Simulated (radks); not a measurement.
Initial-state core-level shifts of neutral ytterbium when its valence configuration changes from [Xe] 4f14 6s2. Method: Dirac Kohn-Sham, BLYP, spin-unpolarised, spherical densities, point nucleus; open shells are shared between the two j in proportion to 2j + 1; computed with a radial shooting solver on a logarithmic mesh with Libxc functionals. Shifts are changes of the shell-averaged eigenvalues in eV (positive: less bound).

| valence | 2p | 3s | 3d | 5s |
|---|---|---|---|---|
| 4f14 5d2 | +0.169 | +0.153 | +0.161 | +0.369 |
| 4f12 6s2 6p2 | -22.391 | -24.121 | -23.957 | -15.588 |
| 4f14 5d1 6s1 | +0.160 | +0.150 | +0.154 | +0.265 |
| 4f13 5d1 6s2 | -7.165 | -7.945 | -7.864 | -4.376 |
| 4f14 6s1.5 6p0.5 | -0.815 | -0.803 | -0.805 | -0.845 |
| 4f14 6s1 6p1 | -1.571 | -1.547 | -1.550 | -1.629 |
| 4f14 5d1 6s0.5 6p0.5 | -0.365 | -0.369 | -0.365 | -0.274 |
| 4f13 6s2 6p1 | -10.299 | -11.037 | -10.966 | -7.575 |
| 4f12 5d2 6s2 | -15.091 | -16.920 | -16.728 | -8.422 |
